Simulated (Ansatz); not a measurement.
Born–Oppenheimer molecular dynamics of C$_{4}$H$_{12}$O$_{4}$Si (21 atoms, charge 0, multiplicity 1). It starts from a relaxed structure.

These are results of Ansatz 0.2.0, RKS PBE0/STO-3G, not measurements.

- ensemble: NVE (velocity Verlet)
- time step: 0.5 fs
- steps asked: 137
- starting velocities drawn for: 300 K
- seed: 726950

First frame:

```xyz
21
Properties=species:S:1:pos:R:3
Si -0.089 -0.226 -0.097
O 0.046 -0.737 1.526
C -0.848 -0.034 2.423
H -1.892 -0.410 2.372
H -0.490 -0.203 3.456
H -0.883 1.062 2.253
O 1.461 0.091 -0.705
C 2.347 -1.041 -0.502
H 2.025 -1.951 -1.052
H 3.343 -0.756 -0.887
H 2.466 -1.318 0.566
O -0.869 1.275 -0.266
C -2.260 1.152 -0.652
H -2.914 0.814 0.180
H -2.611 2.156 -0.955
H -2.426 0.465 -1.506
O -0.783 -1.460 -1.046
C -1.650 -2.344 -0.291
H -1.225 -2.653 0.685
H -2.649 -1.902 -0.093
H -1.809 -3.256 -0.896
```

Question: How far do the bonds stretch over the last three quarters of this one trajectory? (Pairs bonded in most of those frames.)

Answer: 
```csv
bond,mean (Å),spread (Å),shortest,longest
Si1–O2,1.704,0.011,1.69,1.73
Si1–O7,1.704,0.017,1.68,1.73
Si1–O12,1.704,0.011,1.69,1.72
Si1–O17,1.705,0.008,1.69,1.72
O2–C3,1.442,0.004,1.43,1.45
C3–H4,1.117,0.039,1.05,1.17
C3–H5,1.109,0.020,1.08,1.14
C3–H6,1.113,0.024,1.07,1.15
O7–C8,1.461,0.030,1.41,1.51
C8–H9,1.111,0.014,1.09,1.13
C8–H10,1.107,0.020,1.08,1.14
C8–H11,1.112,0.005,1.10,1.12
O12–C13,1.455,0.005,1.45,1.46
C13–H14,1.111,0.013,1.09,1.13
C13–H15,1.106,0.007,1.09,1.12
C13–H16,1.110,0.014,1.08,1.14
O17–C18,1.451,0.012,1.43,1.47
C18–H19,1.111,0.017,1.09,1.14
C18–H20,1.113,0.022,1.08,1.14
C18–H21,1.108,0.015,1.08,1.13
```

Mean temperature of the second half: 147 K. The conserved energy stayed within 0.27 meV per atom of its start (net change 0.18 meV per atom), so the integration is sound. Over the second half the temperature averaged 0.49 of the 300 K drawn at the start: a run that starts near a minimum puts about half its kinetic energy into the potential. A run of 0.069 ps of so small a system gives no equilibrium averages. Limits of this set-up: minimal basis.

The run took 17 min on 1 thread of Arm Neoverse V2, on a shared host, peak memory 0.18 GiB.
